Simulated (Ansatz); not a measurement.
```yaml
crystal:
  periodic: [false, false, false]
  atoms:
    - {symbol: Cl, position_ang: [0.346174, 0.896900, 1.747536]}
    - {symbol: C, position_ang: [0.931443, -0.662547, 0.907333]}
    - {symbol: Si, position_ang: [-0.378330, -0.833982, -0.594289]}
    - {symbol: Ga, position_ang: [-0.812436, 1.435970, -0.583181]}
    - {symbol: H, position_ang: [1.028884, -1.692760, 1.408044]}
    - {symbol: H, position_ang: [1.846683, -0.355162, 0.545010]}
    - {symbol: H, position_ang: [0.246738, -1.238477, -1.856156]}
    - {symbol: H, position_ang: [-1.388161, -1.598012, -0.185872]}
    - {symbol: H, position_ang: [-2.376464, 1.909151, -0.016342]}
    - {symbol: H, position_ang: [0.225007, 2.423887, -1.227749]}
basis:
  gaussian: {orbitals: cc-pVTZ}
hamiltonian: {xc: {name: r2SCAN50}}
relax: {f_tol: 0.001, max_steps: 2}
output: {forces: true}
```

```sh
$ ansatz run in.yaml --threads 4 --pin off --events-out ev --progress --plain --max-ram 10444MiB
```

Shortened log:

```
Functional definition: r2SCAN50
1639 factors; their error is unknown
mean field evaluation 1: about -73907.4912 eV, gradient 2.5e1 eV
mean field evaluation 2: about -73907.8512 eV, gradient 2.1e1 eV
mean field evaluation 4: about -73908.9534 eV, gradient 7.9e-1 eV
mean field evaluation 8: about -73909.5967 eV, gradient 5.8e-1 eV
mean field evaluation 16: about -73909.5969 eV, gradient 3.7e-5 eV
mean field -73909.59693370 eV, -2716.1275895892 hartree, gradient 3.6e-5 eV, S^2 0.000000; 0 other end points of the search recorded, 0 dependent functions left out
reference -73909.59694230 eV, -2716.1275899053 hartree; 37, 37 occupied and 188, 188 virtual orbitals, 1639 factors
relax step   1: F+E_penalty+E_count = -73909.59693370 eV  Δ(F+E_penalty+E_count) = +0.000e0 eV  max|allowed force component| = 3.481e0 eV/Å  Δτ_max = 0.0000 Å  (28 SCF iters, accepted)
1639 factors; their error is unknown
mean field -73910.58123262 eV, -2716.1637619074 hartree, gradient 1.4e-5 eV, S^2 0.000000; 0 other end points of the search recorded, 0 dependent functions left out
reference -73910.58124131 eV, -2716.1637622268 hartree; 37, 37 occupied and 188, 188 virtual orbitals, 1639 factors
relax step   2: F+E_penalty+E_count = -73910.58123262 eV  Δ(F+E_penalty+E_count) = -9.843e-1 eV  max|allowed force component| = 1.497e0 eV/Å  Δτ_max = 0.1965 Å  (39 SCF iters, accepted)
Error: geometry relaxation did not converge after 2 steps: max|allowed force component| = 1.50e0 eV/Å (threshold 1.0e-3). Raise `relax.max_steps` over both its present limit and 2, loosen `relax.f_tol`, or start from a geometry closer to equilibrium. Where this run's directory can be resumed (`checkpoint.write`), a resume goes on for up to `relax.max_steps` more
```

Problem. Something in this input is off. What?

Solution. The relaxation is allowed too few steps for its threshold. The calculation stopped without meeting its thresholds.
